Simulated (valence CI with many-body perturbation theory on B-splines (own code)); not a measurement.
## Cl2+: electric-dipole lines

Computed by relativistic CI+MBPT: five valence electrons over a frozen Dirac-Fock core [Ne], a basis of 11 s, 11 p, 10 d, 8 f, 5 g, 2 h functions for each j, with the one-electron correlation potential Σ1 (screened to all orders), the two-electron term Σ2, the three-electron term Σ3, Breit, model QED; selected single and double excitations, second order for the rest, scaled by the run's own slope (own B-spline code, finite nucleus).

Against 47 measured levels this calculation errs by 70 cm⁻¹ on average and by 273 at most. These come from a selection out of Moore, Atomic Energy Levels, vol. I, NSRDS-NBS 35 (1971 reprint of NBS Circular 467, 1949), an old analysis. Levels without a partner in it may be off by more. Among the levels kept, up to 3400 cm⁻¹ of a level comes from second order outside the variational space, and about a tenth of that is noise between levels of different J, which matters for small intervals.

Lines 351 to 400 of 599 in falling wavelength, among levels below 245780 cm⁻¹, chosen from the strongest by gf and those to the six lowest levels. Wavelengths and rates use the calculated energies, so an error of 70 cm⁻¹ moves a line at 101.6 nm by 0.071 % and its rate by three times that or more. Electric multipoles are in the length gauge, E1 and E2 with the static RPA response of the core. Weak lines are less certain than strong ones. Lines between different terms over intervals too small for the method are left out, as are lines whose strength nearly cancels. Where a level lies close to another of its J and parity, the split of strength between their lines is uncertain.

Names give the largest LS component (configuration and term), which can be under half, so a name can repeat, a term be missing and a line seem to break the LS rules; names also repeat where a configuration has a term twice. Letters in brackets count levels of one name in rising energy.

| λ vac (nm) | λ from measured levels | Upper | Lower | A (s⁻¹) | S (a.u.) |
| --- | --- | --- | --- | --- | --- |
| 117.4 |  | 3s2 3p2 4p 2P°_3/2 [b] | 3s2 3p2 3d 2P_3/2 [a] | 7.72e+06 | 2.46e-02 |
| 115.2 |  | 3s2 3p2 4p 2P°_3/2 [c] | 3s 3p4 2S_1/2 | 8.87e+06 | 2.68e-02 |
| 115.1 |  | 3s2 3p2 4p 2P°_1/2 [a] | 3s 3p4 2D_3/2 | 5.92e+07 | 8.91e-02 |
| 115.0 |  | 3s 3p3 3d 4F°_9/2 | 3s2 3p2 3d 2F_7/2 [a] | 3.86e+06 | 2.90e-02 |
| 114.9 |  | 3s2 3p2 4p 2P°_3/2 [a] | 3s 3p4 2D_5/2 | 5.74e+07 | 1.72e-01 |
| 114.3 |  | 3s 3p3 3d 4F°_7/2 | 3s2 3p2 3d 2F_5/2 [a] | 5.04e+06 | 2.97e-02 |
| 114.1 |  | 3s 3p3 3d 4F°_3/2 | 3s2 3p2 3d 4D_1/2 | 9.18e+06 | 2.69e-02 |
| 114.0 |  | 3s 3p3 3d 4F°_5/2 | 3s2 3p2 3d 4D_3/2 | 1.13e+07 | 4.95e-02 |
| 113.7 |  | 3s 3p3 3d 4F°_7/2 | 3s2 3p2 3d 4D_5/2 | 7.88e+06 | 4.57e-02 |
| 113.5 |  | 3s 3p3 3d 4F°_9/2 | 3s2 3p2 3d 4D_7/2 | 1.06e+07 | 7.66e-02 |
| 108.7 |  | 3s 3p4 2D_3/2 | 3s2 3p3 2P°_3/2 | 9.70e+05 | 2.46e-03 |
| 108.7 |  | 3s 3p4 2D_5/2 | 3s2 3p3 2P°_3/2 | 1.97e+07 | 7.49e-02 |
| 108.6 |  | 3s 3p4 2D_3/2 | 3s2 3p3 2P°_1/2 | 1.45e+07 | 3.65e-02 |
| 108.3 |  | 3s 3p3 3d 4F°_7/2 | 3s2 3p2 3d 4F_9/2 | 7.20e+06 | 3.61e-02 |
| 108.1 |  | 3s 3p3 3d 4F°_9/2 | 3s2 3p2 3d 4F_9/2 | 7.04e+07 | 4.39e-01 |
| 108.1 |  | 3p5 2P°_3/2 | 3s2 3p2 3d 2P_1/2 [a] | 3.26e+07 | 8.12e-02 |
| 108.0 |  | 3s 3p3 3d 4F°_5/2 | 3s2 3p2 3d 4F_7/2 | 1.30e+07 | 4.85e-02 |
| 107.8 |  | 3s 3p3 3d 4F°_7/2 | 3s2 3p2 3d 4F_7/2 | 6.23e+07 | 3.08e-01 |
| 107.8 |  | 3s 3p3 3d 4F°_3/2 | 3s2 3p2 3d 4F_5/2 | 1.56e+07 | 3.85e-02 |
| 107.6 |  | 3s 3p3 3d 4F°_5/2 | 3s2 3p2 3d 4F_5/2 | 5.72e+07 | 2.11e-01 |
| 107.6 |  | 3s 3p3 3d 4F°_9/2 | 3s2 3p2 3d 4F_7/2 | 6.02e+06 | 3.70e-02 |
| 107.5 |  | 3s 3p3 3d 4F°_3/2 | 3s2 3p2 3d 4F_3/2 | 6.85e+07 | 1.68e-01 |
| 107.4 |  | 3s 3p3 3d 4F°_7/2 | 3s2 3p2 3d 4F_5/2 | 1.03e+07 | 5.05e-02 |
| 107.4 |  | 3s 3p3 3d 4F°_5/2 | 3s2 3p2 3d 4F_3/2 | 1.06e+07 | 3.89e-02 |
| 107.2 |  | 3p5 2P°_3/2 | 3s2 3p2 3d 2P_3/2 [a] | 1.62e+08 | 3.95e-01 |
| 107.1 |  | 3p5 2P°_1/2 | 3s2 3p2 3d 2P_1/2 [a] | 1.29e+08 | 1.56e-01 |
| 106.3 |  | 3p5 2P°_1/2 | 3s2 3p2 3d 2P_3/2 [a] | 7.13e+07 | 8.45e-02 |
| 105.8 |  | 3s2 3p2 4p 2F°_5/2 | 3s 3p4 2D_3/2 | 1.71e+07 | 6.01e-02 |
| 105.7 |  | 3s2 3p2 4p 2F°_7/2 | 3s 3p4 2D_5/2 | 2.15e+07 | 1.00e-01 |
| 104.5 |  | 3s2 3p2 4p 2D°_5/2 [b] | 3s 3p4 2D_5/2 | 1.05e+08 | 3.56e-01 |
| 104.5 |  | 3s2 3p2 4p 2D°_5/2 [b] | 3s 3p4 2D_3/2 | 9.88e+06 | 3.33e-02 |
| 104.4 |  | 3s2 3p2 4p 2D°_3/2 [b] | 3s 3p4 2D_3/2 | 1.15e+08 | 2.58e-01 |
| 101.6 | 101.5 | 3s 3p4 4P_5/2 | 3s2 3p3 4S°_3/2 | 1.34e+08 | 4.15e-01 |
| 101.2 |  | 3s2 3p2 4p 2P°_1/2 [c] | 3s2 3p2 3d 2P_1/2 [a] | 2.25e+07 | 2.30e-02 |
| 101.0 | 100.9 | 3s 3p4 4P_3/2 | 3s2 3p3 4S°_3/2 | 1.35e+08 | 2.74e-01 |
| 100.6 | 100.5 | 3s 3p4 4P_1/2 | 3s2 3p3 4S°_3/2 | 1.36e+08 | 1.37e-01 |
| 100.4 |  | 3s2 3p2 4p 2P°_3/2 [c] | 3s2 3p2 3d 2P_3/2 [a] | 2.22e+07 | 4.45e-02 |
| 100.2 |  | 3s2 3p2 4p 2P°_1/2 [b] | 3s 3p4 2D_3/2 | 1.22e+08 | 1.21e-01 |
| 99.99 |  | 3s2 3p2 4p 2P°_3/2 [b] | 3s 3p4 2D_5/2 | 1.00e+08 | 1.97e-01 |
| 97.18 | 97.26 | 3s2 3p2 4p 4D°_3/2 | 3s 3p4 4P_5/2 | 7.11e+05 | 1.29e-03 |
| 96.79 | 96.86 | 3s2 3p2 4p 4D°_5/2 | 3s 3p4 4P_5/2 | 1.14e+06 | 3.05e-03 |
| 96.26 |  | 3s 3p4 2D_3/2 | 3s2 3p3 2D°_5/2 | 1.55e+07 | 2.73e-02 |
| 96.24 |  | 3s 3p4 2D_5/2 | 3s2 3p3 2D°_5/2 | 1.93e+08 | 5.10e-01 |
| 96.24 | 96.29 | 3s2 3p2 4p 4D°_7/2 | 3s 3p4 4P_5/2 | 1.26e+05 | 4.44e-04 |
| 96.21 |  | 3s 3p4 2D_3/2 | 3s2 3p3 2D°_3/2 | 1.99e+08 | 3.50e-01 |
| 96.19 |  | 3s 3p4 2D_5/2 | 3s2 3p3 2D°_3/2 | 1.14e+07 | 3.00e-02 |
| 95.47 | 95.56 | 3s2 3p2 4p 4P°_3/2 | 3s 3p4 4P_1/2 | 2.40e+07 | 4.13e-02 |
| 95.28 | 95.34 | 3s2 3p2 4p 4P°_1/2 | 3s 3p4 4P_3/2 | 9.28e+07 | 7.92e-02 |
| 94.81 | 94.87 | 3s2 3p2 4p 4P°_5/2 | 3s 3p4 4P_3/2 | 3.06e+07 | 7.72e-02 |
| 94.61 | 94.69 | 3s2 3p2 4p 4P°_3/2 | 3s 3p4 4P_5/2 | 9.19e+07 | 1.54e-01 |
